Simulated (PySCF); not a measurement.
Ga(H)(Cl)(vinyl) (C2H4ClGa), SMILES C=[CH][GaH][Cl]. Atoms are numbered in the order given.

```xyz
8

Ga    -0.7303     0.0752     0.0000
H     -2.1846     0.6639     0.0000
Cl     0.8705     1.5596     0.0000
C     -0.0676    -1.7602     0.0000
C      1.2580    -2.0158     0.0000
H     -0.7771    -2.6079     0.0000
H      1.6600    -3.0454     0.0000
H      2.0006    -1.1982     0.0000
```

Coordinates come from a PBE-D3(BJ)/def2-SVP optimisation. Other conformers were not sampled.

Level of theory: PySCF 2.14.0 with PBE-D3(BJ)/def2-SVP.

Frequencies are harmonic and unscaled.

| mode | ν (cm⁻¹) | IR (km/mol) | moving atoms (share of kinetic energy) |
|---|---|---|---|
| 1 | 110 | 0.2 | C 50 %, H 41 % |
| 2 | 112 | 2.8 | Cl 38 %, C 36 %, Ga 13 %, H 13 % |
| 3 | 298 | 10.2 | C 56 %, Ga 21 %, H 20 % |
| 4 | 365 | 3.5 | H 93 % |
| 5 | 393 | 43.2 | Cl 66 %, Ga 31 % |
| 6 | 522 | 59.2 | H 74 %, C 21 % |
| 7 | 561 | 8.3 | C 57 %, H 30 %, Ga 12 % |
| 8 | 603 | 108.0 | H 87 % |
| 9 | 961 | 7.5 | H 87 %, C 13 % |
| 10 | 970 | 17.2 | H 71 %, C 29 % |
| 11 | 1007 | 17.8 | H 94 % |
| 12 | 1216 | 6.2 | H 72 %, C 28 % |
| 13 | 1362 | 15.5 | H 84 %, C 16 % |
| 14 | 1598 | 11.2 | C 85 %, H 15 % |
| 15 | 1946 | 169.1 | H 99 % |
| 16 | 3038 | 16.0 | H 95 % |
| 17 | 3074 | 7.4 | H 92 %, C 8 % |
| 18 | 3135 | 3.6 | H 89 %, C 11 % |
